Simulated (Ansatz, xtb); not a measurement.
Two isomers of C4H4BrF3O

Structure I: `FC(F)(F)[C@@H]1OC[C@@H]1Br`, a singlet. Structure II: `FC(F)(F)C1(Br)COC1`, a singlet. Both are isolated molecules in the gas phase, relaxed with PBE-D3(BJ)/def2-SVP.

Problem. Estimate E(II) − E(I) at the level CCSD(T)/def2-SVP + ΔMP2/def2-TZVPP.

Solution. CCSD(T)/def2-SVP + ΔMP2/def2-TZVPP gives E(II) − E(I) = +0.028 eV, slightly favouring structure I, which is too small a margin to settle the true order.

The same difference at several levels:

```tsv
level	geometry	E(II) − E(I) (eV)	departure from the last row (eV)	job, with rough time for the two
GFN2-xTB	GFN2-xTB	−0.021	−0.049	optimisation, 0.19 s
HF/STO-3G	GFN2-xTB	+0.029	+0.001	single point, 1.4 s
r2SCAN-D4/def2-SVP	GFN2-xTB	+0.031	+0.003	single point, 13 s
PBE-D3(BJ)/def2-SVP	PBE-D3(BJ)/def2-SVP	+0.050	+0.022	optimisation, 66 s
HF/def2-SVP	PBE-D3(BJ)/def2-SVP	+0.067	+0.039	part of the CCSD(T) run
MP2/def2-SVP	PBE-D3(BJ)/def2-SVP	+0.019	−0.009	part of the CCSD(T) run
CCSD(T)/def2-SVP	PBE-D3(BJ)/def2-SVP	+0.023	−0.005	single point
CCSD(T)/def2-SVP + ΔMP2/def2-TZVPP	PBE-D3(BJ)/def2-SVP	+0.028		single point, 11 min
```

As drawn, both hold the same kinds of bond in the same numbers.

The largest departure from CCSD(T)/def2-SVP + ΔMP2/def2-TZVPP is that of GFN2-xTB, 0.049 eV. The last row adds to CCSD(T) the change of the MP2 difference between the two basis sets, here +0.005 eV.

With thermal terms from frequencies at re-optimised GFN2-xTB minima (ideal gas, soft modes damped towards free rotors, one conformer each, 298.15 K, 1 atm): the zero-point term adds −0.012 eV; ΔH is +0.022 and ΔG +0.016 eV.

The correlated steps freeze 17 core orbitals; the filled d shell of Br is correlated, in a basis made for valence electrons. Mirror images aren't counted in ΔG. Codes used: Ansatz 0.2.0, xtb 6.7.1; the last row on 2 threads of Arm Neoverse V1 on a shared host.
